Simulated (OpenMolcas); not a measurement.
# Cr⁺: effect of the basis set

```
Program             : OpenMolcas 26.06
Method              : CASSCF
Active space        : 5 electrons in 6 orbitals (3d 4s)
State averaging     : 2S+1 = 6 even, 6 roots; 2S+1 = 4 even, 57 roots kept (CI in the orbitals of an earlier block); 2S+1 = 2 even, 76 roots kept (CI in the orbitals of an earlier block)
Spin-orbit coupling : state interaction with AMFI integrals over the reference wave functions, term energies averaged over their components
```

A. ANO-R1 [5s3p3d1f], X2C, finite nucleus; cost about 50 core-seconds
B. ANO-R2 [6s4p4d2f], X2C, finite nucleus; cost of the order of 60 core-seconds
C. ANO-RCC-VTZP [6s5p3d2f1g], DKH2, point nucleus; cost about 40 core-seconds
D. ANO-L-VTZP [6s5p3d2f1g], non-relativistic, point nucleus; cost roughly 80 core-seconds
E. ANO-R3 [7s5p5d3f1g], X2C, finite nucleus; cost about 40 core-seconds
F. ANO-RCC-VQZP [7s6p4d3f2g1h], DKH2, point nucleus; cost of the order of 60 core-seconds

Energies in cm-1 above 3d5 6S 5/2, the measured ground level; measured values from NIST Handbook of Basic Atomic Spectroscopic Data.

| Level | A | B | C | D | E | F | Measured |
| --- | --- | --- | --- | --- | --- | --- | --- |
| 3d4 4s 6D 1/2 | -877 | -1568 | -1762 | 705 | -1868 | -1938 | 11962 |
| 3d4 4s 6D 3/2 | -805 | -1496 | -1690 | 780 | -1796 | -1865 | 12033 |
| 3d4 4s 6D 5/2 | -685 | -1376 | -1571 | 905 | -1677 | -1745 | 12148 |
| 3d4 4s 6D 7/2 | -520 | -1212 | -1407 | 1075 | -1513 | -1579 | 12304 |
| 3d4 4s 6D 9/2 | -312 | -1004 | -1200 | 1291 | -1306 | -1369 | 12496 |
| 3d5 6S 5/2 | 0.0 | 0.0 | 0.0 | 0.0 | 0.0 | 0.0 | 0.0 |
| 3d4 4s 4D 1/2(1) | 9876 | 9545 | 9042 | 11491 | 9159 | 8762 |  |
| 3d4 4s 4D 3/2(1) | 9985 | 9654 | 9151 | 11605 | 9268 | 8873 |  |
| 3d4 4s 4D 5/2(1) | 10163 | 9832 | 9328 | 11790 | 9446 | 9052 |  |
| 3d4 4s 4D 7/2(1) | 10406 | 10074 | 9569 | 12041 | 9687 | 9296 |  |
| 3d4 4s 4H 7/2 | 20431 | 19717 | 19512 | 21813 | 19400 | 19285 |  |
| 3d4 4s 4H 9/2 | 20504 | 19790 | 19584 | 21889 | 19473 | 19358 |  |
| 3d4 4s 4H 11/2 | 20594 | 19881 | 19674 | 21983 | 19563 | 19450 |  |
| 3d4 4s 4H 13/2 | 20703 | 19989 | 19781 | 22095 | 19670 | 19559 |  |
| 3d4 4s 4P 1/2 | 22008 | 21277 | 21103 | 23373 | 20966 | 20862 |  |
| 3d4 4s 4P 3/2 | 22357 | 21626 | 21451 | 23735 | 21314 | 21215 |  |
| 3d4 4s 4P 5/2 | 22928 | 22195 | 22019 | 24326 | 21882 | 21791 |  |
| 3d4 4s 4F 3/2 | 23282 | 22551 | 22358 | 24646 | 22234 | 22126 |  |
| 3d4 4s 4F 5/2 | 23309 | 22578 | 22385 | 24674 | 22261 | 22153 |  |
| 3d4 4s 4F 7/2 | 23353 | 22622 | 22429 | 24719 | 22305 | 22198 |  |
| 3d4 4s 4F 9/2 | 23419 | 22688 | 22494 | 24787 | 22370 | 22264 |  |
| 3d4 4s 4G 5/2 | 25228 | 24516 | 24351 | 26486 | 24215 | 24123 |  |
| 3d4 4s 4G 7/2 | 25327 | 24617 | 24452 | 26581 | 24316 | 24226 |  |
| 3d4 4s 4G 9/2 | 25427 | 24718 | 24553 | 26674 | 24417 | 24328 |  |

A puts 3d4 4s 6D 1/2 lowest. B puts 3d4 4s 6D 1/2 lowest. C puts 3d4 4s 6D 1/2 lowest. E puts 3d4 4s 6D 1/2 lowest. F puts 3d4 4s 6D 1/2 lowest.

Deviations, from unrounded energies. A percentage is the sum of absolute deviations over the sum of measured energies, with the sign that they share, or ± where signs differ.

| Against measurement | Levels | A | B | C | D | E | F |
| --- | --- | --- | --- | --- | --- | --- | --- |
| mean absolute deviation (cm-1) | 5 | 13000 | 14000 | 14000 | 11000 | 14000 | 14000 |
| other configurations (%) | 5 | -105.2 | -110.9 | -112.5 | -92.2 | -113.4 | -113.9 |

D lies closest to measurement on these levels and F furthest from it. The largest miss of D in the table is 3d4 4s 6D 1/2, by -11000 cm-1. The ranking rests on the paired levels alone, and a cruder setting can come out closer through cancelling errors.

Among A to F the level of the table that moves most is 3d4 4s 4D 7/2(1), by 2700 cm-1 (lowest in F, highest in D).

Without dynamic correlation excited terms often stand tens of per cent too high (terms of higher spin than the ground term too low), and those without a measured partner can miss by more than the paired ones. Terms from blocks run as CI alone lack orbitals of their own. A single d shell beside an s shell can misplace configurations of different d count against each other. The lowest computed level is not the ground level that NIST lists (6S5/2) (holds for A; B; C; E; F). Computed and measured levels are paired by configuration, term and J; levels that our copy of the source lacks, or whose pairing is in doubt (as where it misses far off the trend of its configuration), stay unpaired and out of the deviations. Levels of configurations outside the active space are missing. Levels that lie high or do not pair safely by name in every column are left out.

A number in round brackets counts repeated terms of one configuration in the order of the reference energies.
